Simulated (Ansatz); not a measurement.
Ansatz (a quantum-chemistry and plane-wave program) input (SVWN5/def2-TZVP):

Ansatz 0.2 input:
```yaml
crystal:
  periodic: [false, false, false]
  atoms:
    - {symbol: O, position_ang: [-0.00000000, -0.00000000, -1.58507744]}
    - {symbol: Te, position_ang: [0.00000000, 0.00000000, 0.24385807]}
basis:
  gaussian:
    orbitals: def2-TZVP
hamiltonian:
  xc: {name: SVWN5}
magnetization: {spin_polarized: true, initial_magnetization: 2}
relax: {f_tol: 0.003, max_steps: 100}
```

End of the output:

```
mean field evaluation 32: about -9315.1066 eV, gradient 1.7e-3 eV
mean field -9315.10658555 eV, -342.3238530128 hartree, gradient 1.2e-5 eV, S^2 2.003077; 0 other end points of the search recorded, 0 dependent functions left out
the calculation of the forces begins
reference -9315.10661014 eV, -342.3238539166 hartree; 17, 15 occupied and 64, 66 virtual orbitals, 537 factors
relax step   3: F+E_penalty+E_count = -9315.10658555 eV  Δ(F+E_penalty+E_count) = -5.204e-6 eV  max|allowed force component| = 8.748e-5 eV/Å  Δτ_max = 0.0003 Å  (34 SCF iters, accepted)
integrals: 0.01 GiB planned
537 factors; their error is unknown
mean field: 0.18 GiB planned
mean field -9315.10658555 eV, -342.3238530128 hartree, gradient 1.2e-5 eV, S^2 2.003077; 1 other end points of the search recorded, 0 dependent functions left out
the calculation of the forces begins
reference -9315.10661014 eV, -342.3238539166 hartree; 17, 15 occupied and 64, 66 virtual orbitals, 537 factors
Total energy: -9315.10661014 eV, -342.3238539166 hartree
Atom 0 at    -0.000000    -0.000000    -1.582919 Å, force     0.000000    -0.000000    -0.000087 eV/Å
Atom 1 at     0.000000     0.000000     0.241699 Å, force    -0.000000     0.000000     0.000087 eV/Å
Dipole moment:     0.000000     0.000000     0.580057 e Å
```
